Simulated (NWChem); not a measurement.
The numbers come from NWChem runs, not from measurements. System: BeF2, charge 0, spin multiplicity 1, at a geometry optimised with B3LYP/def2-SVP. The structure started from a generated list of species. Level: RHF/def2-TZVP.

Job file:

```
start mol
memory heap 200 mb stack 900 mb global 1100 mb
geometry units angstroms nocenter noautoz
  Be     0.000000     0.000000     0.000000
  F      0.000000     0.000000     1.386504
  F      0.000000     0.000000    -1.386504
  symmetry group D2h
end
basis spherical
  * library def2-tzvp
end
scf
  rhf
  nopen 0
  maxiter 100
  thresh 1e-7
  semidirect memsize 60000000 filesize 0
end
task scf energy
```

Part of the output:

```
             Northwest Computational Chemistry Package (NWChem) 7.3.0
             --------------------------------------------------------

                                NWChem Input Module
                                -------------------

 Scaling coordinates for geometry "geometry" by  1.889725989
 (inverse scale =  0.529177249)

 Turning off AUTOSYM since
 SYMMETRY directive was detected!

                             Geometry "geometry" -> ""
                             -------------------------

 Output coordinates in angstroms (scale by  1.889725989 to convert to a.u.)

  No.       Tag          Charge          X              Y              Z
 ---- ---------------- ---------- -------------- -------------- --------------
    1 Be                   4.0000     0.00000000     0.00000000     0.00000000
    2 F                    9.0000     0.00000000     0.00000000     1.38650400
    3 F                    9.0000     0.00000000     0.00000000    -1.38650400

 Effective nuclear repulsion energy (a.u.)      42.9370852969

            Nuclear Dipole moment (a.u.)
            ----------------------------
        X                 Y               Z
 ---------------- ---------------- ----------------
     0.0000000000     0.0000000000     0.0000000000

      Symmetry information
      --------------------

 Group name             D2h
 Group number             26
 Group order               8
 No. of unique centers     2

      Symmetry unique atoms

     1    2


 Summary of "ao basis" -> "" (spherical)
 ------------------------------------------------------------------------------
       Tag                 Description            Shells   Functions and Types
 ---------------- ------------------------------  ------  ---------------------
 *                         def2-tzvp                  on all atoms

 Summary of "ao basis" -> "ao basis" (spherical)
 ------------------------------------------------------------------------------
       Tag                 Description            Shells   Functions and Types
 ---------------- ------------------------------  ------  ---------------------
 Be                        def2-tzvp                 9       19   5s3p1d
 F                         def2-tzvp                11       31   5s3p2d1f

                                 NWChem SCF Module
                                 -----------------

  ao basis        = "ao basis"
  functions       =    81
  atoms           =     3
  closed shells   =    11
  open shells     =     0
  charge          =   0.00
  wavefunction    = RHF
  use symmetry    = T
  symmetry adapt  = T

 Summary of "ao basis" -> "ao basis" (spherical)
 ------------------------------------------------------------------------------
       Tag                 Description            Shells   Functions and Types
 ---------------- ------------------------------  ------  ---------------------
 Be                        def2-tzvp                 9       19   5s3p1d
 F                         def2-tzvp                11       31   5s3p2d1f

      Symmetry analysis of basis
      --------------------------

        ag         21
        au          3
        b1g         4
        b1u        17
        b2g         8
        b2u        10
        b3g         8
        b3u        10

 Forming initial guess at       0.1s

      Superposition of Atomic Density Guess
      -------------------------------------

 Sum of atomic energies:        -213.40873661

      Non-variational initial energy
      ------------------------------

 Total energy =    -213.574611
 1-e energy   =    -381.915140
 2-e energy   =     125.403443
 HOMO         =      -0.684640
 LUMO         =      -0.076457

      Symmetry analysis of molecular orbitals - initial
      -------------------------------------------------

 !! scf_movecs_sym_adapt:   50 vectors were symmetry contaminated

  Symmetry fudging

 !! scf_movecs_sym_adapt:   44 vectors were symmetry contaminated

  Numbering of irreducible representations:

     1 ag          2 au          3 b1g         4 b1u         5 b2g
     6 b2u         7 b3g         8 b3u

  Orbital symmetries:

     1 ag          2 b1u         3 ag          4 ag          5 b1u
     6 ag          7 b1u         8 b2u         9 b3u        10 b2g
    11 b3g        12 ag         13 b3u        14 b2u        15 ag
    16 b1u        17 b3u        18 b2u        19 ag         20 ag
    21 b1g

 Starting SCF solution at       0.5s

 ----------------------------------------------
         Quadratically convergent ROHF

 Convergence threshold     :          1.000E-07
 Maximum no. of iterations :          100
 Final Fock-matrix accuracy:          1.000E-09
 ----------------------------------------------

              iter       energy          gnorm     gmax       time
             ----- ------------------- --------- --------- --------
                 1     -213.6985234948  1.21D+00  3.33D-01      0.5
                 2     -213.7633013831  2.50D-01  8.83D-02      0.5
                 3     -213.7678236485  2.01D-02  8.87D-03      0.6
                 4     -213.7678757174  1.05D-04  3.67D-05      0.7
                 5     -213.7678757182  2.40D-09  1.03D-09      0.7

       Final RHF  results
       ------------------

         Total SCF energy =   -213.767875718196
      One-electron energy =   -384.678564850203
      Two-electron energy =    127.973603835126
 Nuclear repulsion energy =     42.937085296881

        Time for solution =      0.3s

       Symmetry analysis of molecular orbitals - final
       -----------------------------------------------

  Numbering of irreducible representations:

     1 ag          2 au          3 b1g         4 b1u         5 b2g
     6 b2u         7 b3g         8 b3u

  Orbital symmetries:

     1 b1u         2 ag          3 ag          4 b1u         5 ag
     6 b1u         7 ag          8 b2u         9 b3u        10 b3g
    11 b2g        12 ag         13 b3u        14 b2u        15 ag
    16 b1u        17 b2u        18 b3u        19 ag         20 b1g
    21 ag

             Final eigenvalues
             -----------------

              1
    1  -26.2750
    2  -26.2750
    3   -4.7342
    4   -1.5657
    5   -1.5579
    6   -0.7029
    7   -0.6902
    8   -0.6526
    9   -0.6526
   10   -0.6298
   11   -0.6298
   12    0.0361
   13    0.1204
   14    0.1204
   15    0.1791
   16    0.1880
   17    0.3576
   18    0.3576
   19    0.4766
   20    0.4766
   21    0.4997

                       ROHF Final Molecular Orbital Analysis
                       -------------------------------------

 Vector    9  Occ=2.000000D+00  E=-6.525635D-01  Symmetry=b3u
              MO Center=  5.6D-18,  2.8D-31, -1.7D-16, r^2= 2.3D+00
   Bfn.  Coefficient  Atom+Function         Bfn.  Coefficient  Atom+Function
  ----- ------------  ---------------      ----- ------------  ---------------
    25      0.329687  2 F  px                56      0.329687  3 F  px
    28      0.295356  2 F  px                59      0.295356  3 F  px
    31      0.174850  2 F  px                62      0.174850  3 F  px

 Vector   10  Occ=2.000000D+00  E=-6.298117D-01  Symmetry=b3g
              MO Center= -3.3D-32,  4.3D-17,  2.3D-16, r^2= 2.4D+00
   Bfn.  Coefficient  Atom+Function         Bfn.  Coefficient  Atom+Function
  ----- ------------  ---------------      ----- ------------  ---------------
    26      0.341632  2 F  py                57     -0.341632  3 F  py
    29      0.305459  2 F  py                60     -0.305459  3 F  py
    32      0.169258  2 F  py                63     -0.169258  3 F  py

 Vector   11  Occ=2.000000D+00  E=-6.298117D-01  Symmetry=b2g
              MO Center=  5.4D-17,  6.8D-32,  5.8D-17, r^2= 2.4D+00
   Bfn.  Coefficient  Atom+Function         Bfn.  Coefficient  Atom+Function
  ----- ------------  ---------------      ----- ------------  ---------------
    25      0.341632  2 F  px                56     -0.341632  3 F  px
    28      0.305459  2 F  px                59     -0.305459  3 F  px
    31      0.169258  2 F  px                62     -0.169258  3 F  px

 Vector   12  Occ=0.000000D+00  E= 3.612189D-02  Symmetry=ag
              MO Center= -3.5D-16, -1.9D-15,  1.8D-15, r^2= 1.0D+01
   Bfn.  Coefficient  Atom+Function         Bfn.  Coefficient  Atom+Function
  ----- ------------  ---------------      ----- ------------  ---------------
     5      1.839457  1 Be s                  4     -1.403449  1 Be s
    24      0.391905  2 F  s                 55      0.391905  3 F  s
    17     -0.385223  1 Be d  0              33     -0.172198  2 F  pz
    64      0.172198  3 F  pz

 Vector   13  Occ=0.000000D+00  E= 1.204162D-01  Symmetry=b3u
              MO Center=  1.4D-15, -3.6D-36, -3.5D-17, r^2= 5.8D+00
   Bfn.  Coefficient  Atom+Function         Bfn.  Coefficient  Atom+Function
  ----- ------------  ---------------      ----- ------------  ---------------
    12      1.057267  1 Be px                31     -0.225793  2 F  px
    62     -0.225793  3 F  px                 6     -0.154248  1 Be px

 Vector   14  Occ=0.000000D+00  E= 1.204162D-01  Symmetry=b2u
              MO Center=  2.7D-31,  2.2D-15, -2.4D-17, r^2= 5.8D+00
   Bfn.  Coefficient  Atom+Function         Bfn.  Coefficient  Atom+Function
  ----- ------------  ---------------      ----- ------------  ---------------
    13      1.057267  1 Be py                32     -0.225793  2 F  py
    63     -0.225793  3 F  py                 7     -0.154248  1 Be py

 center of mass
 --------------
 x =   0.00000000 y =   0.00000000 z =   0.00000000

 moments of inertia (a.u.)
 ------------------
         260.847661802334           0.000000000000           0.000000000000
           0.000000000000         260.847661802334           0.000000000000
           0.000000000000           0.000000000000           0.000000000000

  Mulliken analysis of the total density
  --------------------------------------

    Atom       Charge   Shell Charges
 -----------   ------   -------------------------------------------------------
    1 Be   4     3.21   1.02  0.97  0.23  0.03 -0.00  0.75  0.01  0.02  0.19
    2 F    9     9.39   0.77  1.20  0.58  1.04  0.29  2.24  2.34  0.92  0.00  0.01  0.00
    3 F    9     9.39   0.77  1.20  0.58  1.04  0.29  2.24  2.34  0.92  0.00  0.01  0.00

       Multipole analysis of the density wrt the origin
       ------------------------------------------------

     L   x y z        total         open         nuclear
     -   - - -        -----         ----         -------
     0   0 0 0     -0.000000      0.000000     22.000000

     1   1 0 0     -0.000000      0.000000      0.000000
     1   0 1 0     -0.000000      0.000000      0.000000
     1   0 0 1     -0.000000      0.000000      0.000000

     2   2 0 0     -9.337971      0.000000      0.000000
     2   1 1 0     -0.000000      0.000000      0.000000
     2   1 0 1     -0.000000      0.000000      0.000000
     2   0 2 0     -9.337971      0.000000      0.000000
     2   0 1 1      0.000000      0.000000      0.000000
     2   0 0 2    -16.223612      0.000000    123.569825

 Task  times  cpu:        0.8s     wall:        0.8s

 Total times  cpu:        0.8s     wall:        0.8s
```
